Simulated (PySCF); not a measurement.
Cost of one run: shielding job, `C([C@H](BF)C)F`.

Method: GIAO LDA/pcSseg-1 NMR shielding, non-relativistic, gas phase (PySCF 2.14.0, density-fitted response routines). Geometry: PBE0-D3(BJ)/def2-SVP. Work: shieldings, density fitting. The command runs a driver script over a list of jobs; the input below is this job's line of settings and its coordinates in Å.

Command:
```bash
OMP_NUM_THREADS=1 python probes_run.py task.json out
```

Input:
```
{"job": {"kind": "nmr", "xc": "LDA", "basis": "pcSseg-1", "pop": false}, "charge": 0, "multiplicity": 1}
C     -0.324236     1.369769     0.144127
C     -0.005256    -0.022625    -0.415184
B      1.512743    -0.328461    -0.151670
F      2.417255     0.037130    -1.045105
C     -0.881375    -1.086578     0.208766
F     -0.502361    -2.326997    -0.254816
H      0.264976     2.148877    -0.361435
H     -1.388636     1.620896     0.007003
H     -0.107000     1.434750     1.223111
H     -0.180023    -0.017089    -1.505810
H      1.926361    -0.828382     0.872929
H     -0.778381    -1.082293     1.308902
H     -1.947334    -0.935782    -0.037591
```

Hardware: an Arm Neoverse N1 with one thread, on a shared host. PySCF's memory limit was set to 1760 MB.

Q: How large is the basis?

A: 137 functions for 48 electrons, with 705 fitting functions; the fitted three-index integrals, 705 × 137 × 138/2 numbers of 8 bytes, come to 51 MiB.

Q: What wall time should be expected on this hardware?

A: About 21 s. The SCF took 14 cycles.

Q: Estimate the peak memory.

A: About 0.70 GiB. Peak memory is the resident size of the whole Python process, interpreter and libraries included.

Q: At this speed, how long would 1000 such jobs take on 32 cores, one job a core?

A: 1000/32 gives 32 rounds of 21 s, about 11 min of wall time and 5.8 core-hours, if the jobs don't slow each other.

The SCF part of the output:
```
coarse grid: 10856 points
cycle   1  E = -340.2875244275  dE =  3.435e-01  |g| = 6.735e-01  |ddm| = 2.996e+00
cycle   2  E = -340.1257175526  dE =  1.618e-01  |g| = 1.191e+00  |ddm| = 1.580e+00
cycle   3  E = -340.3739631442  dE = -2.482e-01  |g| = 1.439e-01  |ddm| = 1.022e+00
cycle   4  E = -340.3774382074  dE = -3.475e-03  |g| = 5.805e-02  |ddm| = 1.339e-01
cycle   5  E = -340.3780765673  dE = -6.384e-04  |g| = 8.509e-03  |ddm| = 4.800e-02
cycle   6  E = -340.3780905927  dE = -1.403e-05  |g| = 4.197e-03  |ddm| = 1.086e-02
cycle   7  E = -340.3780942482  dE = -3.656e-06  |g| = 8.824e-04  |ddm| = 3.503e-03
final grid: 105648 points
cycle   8  E = -340.4182713340  dE = -5.861e-05  |g| = 7.164e-03  |ddm| = 2.187e-02
cycle   9  E = -340.4182477999  dE =  2.353e-05  |g| = 1.357e-02  |ddm| = 1.389e-02
cycle  10  E = -340.4182811271  dE = -3.333e-05  |g| = 1.092e-03  |ddm| = 9.378e-03
cycle  11  E = -340.4182813364  dE = -2.093e-07  |g| = 2.629e-04  |ddm| = 1.190e-03
cycle  12  E = -340.4182813500  dE = -1.358e-08  |g| = 7.478e-05  |ddm| = 2.561e-04
cycle  13  E = -340.4182813510  dE = -9.462e-10  |g| = 3.743e-05  |ddm| = 8.202e-05
cycle  14  E = -340.4182813512  dE = -2.041e-10  |g| = 5.564e-06  |ddm| = 2.658e-05
converged SCF energy = -340.4182813512
```

On the final grid dE counts from the start density on that grid.

Other jobs ran on the host; a repeat could differ by tens of per cent or more.
